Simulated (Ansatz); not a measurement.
Species: H₂BO₃, SMILES `[O]B(O)O` (O–B–O–H torsion 0°, O–B–O–H torsion 0°) (charge 0, multiplicity 2), formula H2BO3.

**Question.** How many basis functions does frozen-core CCSD(T)/cc-pVTZ // B3LYP-D3(BJ)/def2-TZVP in Ansatz (an electronic-structure program) use, how many core orbitals are frozen, and how many electrons are correlated?

**Answer.** 148 basis functions and 4 frozen orbitals, which leaves 23 correlated electrons. Core time is of the order of minutes.
